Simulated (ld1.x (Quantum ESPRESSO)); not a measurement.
# Configuration tests for As (Z = 33) (ultrasoft)

```json
{
 "Element": "arsenic",
 "Generator": "ld1.x (Quantum ESPRESSO) 7.5",
 "Type": "ultrasoft",
 "Functional": "PBE",
 "Relativity": "scalar-relativistic",
 "Frozen core": "[Ar]",
 "Valence charge": "15",
 "Reference configuration": "3d10 4s2 4p1 (charge +2)",
 "Partial waves": "4s (bound): rcut 1.55, rcutus 1.75 bohr; 4s channel at 1.4 Ry: rcut 1.55, rcutus 1.75 bohr; 4p (bound): rcut 1.15, rcutus 1.45 bohr; 4p channel at 0.05 Ry: rcut 1.15, rcutus 1.45 bohr; 3d (bound): rcut 0.65, rcutus 0.85 bohr; 3d channel at -4.2 Ry: rcut 0.65, rcutus 0.85 bohr",
 "Local potential": "all-electron potential smoothed inside 1.20 bohr (lloc = -2)",
 "Core correction": "Bessel-smoothed model core inside 0.80 bohr",
 "Augmentation charge": "PSQ, inside the norm-conserving radii"
}
```

Energies are relative to the spin-unpolarised reference configuration 3d10 4s2 4p1; without spin polarisation the order of configurations can differ from experiment.

| valence configuration | charge | ΔE all-electron (eV) | error AE − PS (meV) |
| --- | --- | --- | --- |
| 3d10 4s2 4p3 | 0 | -27.067 | +1.3 |
| 3d10 4s2 4p0 | +3 | 27.703 | -7.8 |
| 3d9 4s2 4p3 | +1 | 23.763 | -214 |
| 3d10 4s2 4p2.5 | +0.5 | -23.512 | +1.3 |
| 3d10 4s1 4p4 | 0 | -17.650 | -16 |
| 3d10 4s1 4p0 | +4 | 78.350 | -23 |

(1) What are ΔE and the potential's error for 3d10 4s2 4p2?

Levels in the configuration 3d10 4s1 4p0:

```csv
level,all-electron (eV),pseudo (eV)
3d,-90.599,-90.678
4s,-56.975,-56.998
```

Results:

(1) ΔE = -17.918 eV all-electron; the error (AE − PS) is +1.4 meV.
